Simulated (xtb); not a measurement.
bromine (Br$_{2}$), singlet, at a GFN2-xTB geometry; GFN1-xTB (xtb).

The xtb input:
```
$ xtb mol.xyz --gfn 1 --json

# file mol.xyz
2

Br    -0.00000000    -0.00000000    -1.14062493
Br     0.00000000     0.00000000     1.14062493
```

The log (banner, timings and long lists left out):

```
   ID    Z sym.   atoms
    1   35 Br     1, 2

           -------------------------------------------------
          |                Calculation Setup                |
           -------------------------------------------------

           -------------------------------------------------
          |                 G F N 1 - x T B                 |
           -------------------------------------------------

          ...................................................
          :                      SETUP                      :
          :.................................................:
          :  # basis functions                  20          :
          :  # atomic orbitals                  18          :
          :  # shells                            6          :
          :  # electrons                        14          :
          :  # halogen bonds                     0          :
          :  max. iterations                   250          :
          :  Hamiltonian                  GFN1-xTB          :
          :  restarted?                      false          :
          :  GBSA solvation                  false          :
          :  PC potential                    false          :
          :  electronic temp.          300.0000000     K    :
          :  accuracy                    1.0000000          :
          :  -> integral cutoff          0.2500000E+02      :
          :  -> integral neglect         0.1000000E-07      :
          :  -> SCF convergence          0.1000000E-05 Eh   :
          :  -> wf. convergence          0.2000000E-04 e    :
          :  Broyden damping             0.4000000          :
          :  net charge                          0          :
          :  unpaired electrons                  0          :
          ...................................................

 iter      E             dE          RMSdq      gap      omega  full diag
   1     -7.7637146 -0.776371E+01  0.105E+00    2.84       0.0  T
   2     -7.7637146 -0.136380E-10  0.627E-01    2.84       1.0  T
   3     -7.7637146 -0.763034E-11  0.429E-05    2.84    1646.4  T
   4     -7.7637146 -0.532907E-14  0.124E-05    2.84    5718.8  T

   *** convergence criteria satisfied after 4 iterations ***

         :::::::::::::::::::::::::::::::::::::::::::::::::::::
         ::                     SUMMARY                     ::
         :::::::::::::::::::::::::::::::::::::::::::::::::::::
         :: total energy              -7.754818373237 Eh    ::
         :: gradient norm              0.011138057315 Eh/a0 ::
         :: HOMO-LUMO gap              2.835974649003 eV    ::
         ::.................................................::
         :: SCC energy                -7.763714571861 Eh    ::
         :: -> electrostatic           0.000000020553 Eh    ::
         :: repulsion energy           0.009317866330 Eh    ::
         :: dispersion energy         -0.000421667706 Eh    ::
         :: halogen bond corr.         0.000000000000 Eh    ::
         :: add. restraining           0.000000000000 Eh    ::
         :: total charge              -0.000000000000 e     ::
         :::::::::::::::::::::::::::::::::::::::::::::::::::::

           -------------------------------------------------
          |                Property Printout                |
           -------------------------------------------------

    * Orbital Energies and Occupations

         #    Occupation            Energy/Eh            Energy/eV
      -------------------------------------------------------------
         1        2.0000           -0.7479894             -20.3538
         2        2.0000           -0.7260409             -19.7566
         3        2.0000           -0.5319840             -14.4760
         4        2.0000           -0.4975915             -13.5402
         5        2.0000           -0.4975915             -13.5402
         6        2.0000           -0.4399896             -11.9727
         7        2.0000           -0.4399896             -11.9727 (HOMO)
         8                         -0.3357694              -9.1368 (LUMO)
         9                         -0.1416837              -3.8554
        10                         -0.1416837              -3.8554
        11                         -0.1385544              -3.7703
        12                         -0.1385544              -3.7703
        13                         -0.1016139              -2.7651
        14                         -0.1016139              -2.7651
        15                         -0.0865197              -2.3543
        16                          0.0170928               0.4651
        17                          0.0170928               0.4651
        18                          0.3003180               8.1721
      -------------------------------------------------------------
                  HL-Gap            0.1042202 Eh            2.8360 eV
             Fermi-level           -0.3878795 Eh          -10.5547 eV

  Mulliken/CM5 charges         n(s)   n(p)   n(d)
     1Br   -0.00000 -0.00000   1.975  4.942  0.083
     2Br    0.00000  0.00000   1.975  4.942  0.083

Wiberg/Mayer (AO) data.
largest (>0.10) Wiberg bond orders for each atom

 ---------------------------------------------------------------------------
     #   Z sym  total        # sym  WBO       # sym  WBO       # sym  WBO
 ---------------------------------------------------------------------------
     1  35 Br   1.317 --     2 Br   1.317
     2  35 Br   1.317 --     1 Br   1.317
 ---------------------------------------------------------------------------

Topologies differ in total number of bonds
Writing topology from bond orders to xtbtopo.mol

 dipole moment from electron density (au)
     X       Y       Z
   0.0000  -0.0000   0.0000  total (Debye):    0.000

           -------------------------------------------------
          | TOTAL ENERGY               -7.754818373237 Eh   |
          | GRADIENT NORM               0.011138057315 Eh/α |
          | HOMO-LUMO GAP               2.835974649003 eV   |
           -------------------------------------------------

normal termination of xtb
```
